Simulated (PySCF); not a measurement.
C3H8O2Si, SMILES O[C@H]1CO[SiH2]C1.

Coordinates come from a PBE-D3(BJ)/def2-SVP optimisation. The structure was generated by enumeration; whether it is a known compound was not checked. Other conformers were not sampled.

These are PBE-D3(BJ)/def2-SVP (PySCF 2.14.0) values and carry that method's errors.

Frequencies are harmonic and unscaled.

```tsv
mode	ν (cm⁻¹)	IR (km/mol)	moving atoms (share of kinetic energy)
1	123	0.7	O 39 %, H 27 %, Si 25 %, C 9 %
2	168	0.7	O 65 %, H 20 %, C 13 %
3	316	111.8	H 91 %
4	357	6.6	H 47 %, C 27 %, O 19 %
5	386	6.1	O 42 %, H 32 %, C 21 %
6	464	5.5	H 55 %, C 17 %, O 16 %, Si 11 %
7	531	19.7	H 50 %, Si 19 %, C 17 %, O 14 %
8	640	5.5	C 54 %, Si 22 %, H 19 %
9	656	18.6	H 88 %
10	723	11.1	H 46 %, C 38 %, O 14 %
11	757	23.1	O 41 %, C 24 %, Si 23 %, H 12 %
12	788	18.6	H 48 %, C 37 %, O 10 %
13	839	22.7	C 53 %, H 36 %, O 10 %
14	862	151.6	H 59 %, Si 16 %, C 16 %, O 8 %
15	915	12.2	H 54 %, C 40 %
16	951	65.6	H 52 %, C 30 %, O 17 %
17	964	100.6	H 92 %
18	1001	86.8	H 71 %, C 14 %, O 13 %
19	1065	117.9	C 47 %, O 28 %, H 24 %
20	1120	5.4	C 50 %, H 39 %, O 11 %
21	1132	39.6	H 54 %, C 34 %, O 12 %
22	1187	45.0	H 82 %, C 14 %
23	1219	0.8	H 87 %, C 8 %
24	1286	42.3	H 71 %, C 27 %
25	1323	3.3	H 77 %, C 20 %
26	1353	13.6	H 69 %, C 29 %
27	1377	6.3	H 79 %, C 19 %
28	1426	1.8	H 92 %
29	2165	151.6	H 96 %
30	2167	128.5	H 98 %
31	2902	47.0	H 92 %
32	2940	82.3	H 94 %
33	2991	8.7	H 94 %
34	3018	22.3	H 91 %, C 9 %
35	3053	9.3	H 91 %, C 9 %
36	3705	18.2	H 94 %
```
